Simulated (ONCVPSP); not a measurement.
# Li: excitation energies, all-electron against ONCV

* Element: Li
* Generator: ONCVPSP 4.0.1
* Type: optimised norm-conserving Vanderbilt (ONCV)
* Functional: PBE
* Relativity: scalar-relativistic
* Frozen core: none
* Valence charge: 3
* Reference configuration: 1s2 2s0.5 (charge +0.5)
* Partial waves: 1s+2s: rc 0.90 bohr, ncon 4, nbas 8, qcut 15.1 1/bohr, 3 projectors, debl 1.4 Ha; p scattering state at 0.39 Ha: rc 1.00 bohr, ncon 4, nbas 8, qcut 10 1/bohr, 2 projectors, debl 2.8 Ha; d scattering state at 0.11 Ha: rc 0.95 bohr, ncon 4, nbas 7, qcut 9.4 1/bohr, 2 projectors, debl 0.4 Ha
* Local potential: polynomial inside 0.80 bohr (lpopt 5, dvloc0 6 Ha)
* Core correction: none

Energies are relative to the spin-unpolarised reference configuration 1s2 2s0.5; without spin polarisation the order of configurations can differ from experiment.

```
valence configuration  charge  ΔE all-electron (eV)  error AE − PS (meV)
              1s2 2s1       0                -2.049                  0.0
          1s2 2s0 2p1       0                -0.262                 +0.1
```

Question: What are ΔE and the potential's error for 1s1 2s1?

Answer: ΔE = 66.358 eV all-electron; the error (AE − PS) is +299 meV.

Question: What are ΔE and the potential's error for 1s2 2s0?

Answer: ΔE = 3.248 eV all-electron; the error (AE − PS) is +0.1 meV.
